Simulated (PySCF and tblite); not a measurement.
2 regioisomers of C₆H₇NO:

| isomer | SMILES |
| --- | --- |
| A | [CH3:1][C:2](=[O:3])[c:4]1[cH:5][cH:6][nH:7][cH:8]1 |
| B | [CH3:1][C:2](=[O:3])[c:4]1[cH:5][cH:6][cH:7][nH:8]1 |

Protocol: conformer search, at most 6 conformers an isomer, GFN2-xTB geometries, energies PBE0/pcSseg-1 (D3(BJ) added where defined), GIAO shieldings PBE0/pcSseg-1, weights at 298.15 K with GFN2-xTB thermal terms. Programs: PySCF with density fitting and tblite.

Task: What shifts does each isomer give (ppm)?

Result: 
A: ¹H (against TMS): 7.38 (H8, 1H), 6.90 (H5, 1H), 6.63 (H6, 1H), 2.47 (H1, 3H). ¹³C (against TMS): 195.0 (C2), 131.4 (C4), 125.6 (C8), 120.7 (C6), 115.7 (C5), 29.9 (C1). ¹⁵N (against NH3): 174.4 (N7).

B: ¹H (against TMS): 6.97 (H5, 1H), 6.91 (H7, 1H), 6.44 (H6, 1H), 2.50 (H1, 3H). ¹³C (against TMS): 190.7 (C2), 135.6 (C4), 125.8 (C7), 120.0 (C5), 115.8 (C6), 27.8 (C1). ¹⁵N (against NH3): 175.4 (N8). H not on carbon is left out.

H on N, O and S are left out: they exchange, and hydrogen bonds move them by several ppm. Unscaled ¹⁵N shifts at such levels can be off by tens of ppm; differences between conformers or isomers are more reliable. Shifts are unscaled: against experiment ¹³C can be off by 15 ppm or more and ¹H by 0.8 ppm. The search found a single conformer for at least one isomer; other rotamers may be missing.


¹⁵N shifts are against a computed isolated NH3 molecule, about 20 ppm from the liquid.